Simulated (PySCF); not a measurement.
# I⁴⁴⁺: ionisation energy

I⁴⁴⁺ [He] 2s2 2p5 [2p1/2^2 2p3/2^3, M_J = 3/2] → I⁴⁵⁺ [He] 2s2 2p4 [2p1/2^2 2p3/2^2, M_J = 2], as a difference of total energies. Calculation: PySCF 2.14, in an uncontracted even-tempered set (17 s from 23 bohr⁻², ratio 2.4; 12 p from 30 bohr⁻², ratio 2.4; 5 d from 110 bohr⁻², ratio 2.6; 4 f from 160 bohr⁻², ratio 2.6); the two-component X2C-1e Hamiltonian. Correlated levels: nothing frozen; the 26 highest virtual spinors dropped. "Screened" scales the spin-orbit matrix elements by Boettger's factors to mimic the two-electron term; Breit and QED terms are absent.

| method | ionisation energy (eV) |
| --- | --- |
| GHF (spin-free) | 7660.0 |
| GMP2 (spin-free) | 7661.6 |
| GHF (screened spin-orbit) | 7568.8 |
| GMP2 (screened spin-orbit) | 7570.3 |

For this ion Breit and QED terms and the two-electron picture change, all absent here, outweigh the correlation shift from GHF to GMP2.

The spin-free rows relax to the high-spin LS determinant and lack the spin-orbit shift.

The labels give the starting determinants; with spin-orbit coupling the two ends relaxed to ⟨J²⟩ = 3.75, ⟨L²⟩ = 2.01, ⟨S²⟩ = 0.76 and ⟨J²⟩ = 6.00, ⟨L²⟩ = 3.18, ⟨S²⟩ = 1.41.

For comparison: 7563 ± 4 eV (theoretical estimate listed by NIST; NIST Atomic Spectra Database, ionization energies).
